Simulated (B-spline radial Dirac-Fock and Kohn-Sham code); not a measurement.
Model: Dirac-Fock (average of configuration) total-energy differences with a finite nucleus, the Breit interaction including its frequency dependence, and self-energy and vacuum-polarisation corrections. Program: a radial B-spline solver. Two-hole levels are in intermediate coupling, intensities from independent-particle Coulomb rates.

Question: These computed lines form the K-LL Auger spectrum of a free neutral atom. Which element, and how are the lines assigned?

| kinetic energy (eV) | relative intensity |
| --- | --- |
| 31170.2 | 24 |
| 31603.3 | 35 |
| 31640.1 | 4 |
| 31991.2 | 6 |
| 32180.1 | 29 |
| 32243.8 | 7 |
| 32603.6 | 100 |
| 33178.5 | 6 |
| 33218.8 | 36 |

Answer: Sm ([Xe] 4f6 6s2). From low to high energy: K-L1L1 ¹S0, K-L1L2 ³P1, K-L1L2 ³P0, K-L2L2 ³P0, K-L1L3 ¹P1, K-L1L3 ³P2, K-L2L3 ¹D2, K-L3L3 ¹S0, K-L3L3 ³P2. The labels give the leading jj configuration and the leading LS term by weight; in heavy atoms the literature often keeps the label of the LS limit instead.
